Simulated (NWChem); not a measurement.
Ionisation of CH$_{3}$BO

```xyz
6

B      1.2813     0.3800     0.0000
H      1.7441    -0.0986     1.0226
H      1.7441    -0.0986    -1.0226
H      1.2403     1.5995     0.0000
O     -1.2605    -0.3738     0.0000
C     -0.1752    -0.0520     0.0000
```
Charge 0, spin multiplicity 1.

The numbers come from NWChem runs, not from measurements. All single points use one geometry, from PBE0/def2-SVP, a minimum by its harmonic frequencies.

Basis set: def2-TZVP. −ε marks an orbital energy of the parent.

B3LYP has NWChem's definition, with VWN1-RPA local correlation. The structure started from a generated list of species.

Problem. Order these methods by the first vertical ionisation energy they give, lowest first: −ε(HOMO) of HF, −ε(HOMO) of B3LYP, −ε(HOMO) of LDA (SVWN5), −ε(HOMO) of PBE.

Solution. −ε(HOMO) of PBE (8.26 eV), −ε(HOMO) of LDA (SVWN5) (8.35 eV), −ε(HOMO) of B3LYP (9.36 eV), −ε(HOMO) of HF (12.80 eV)
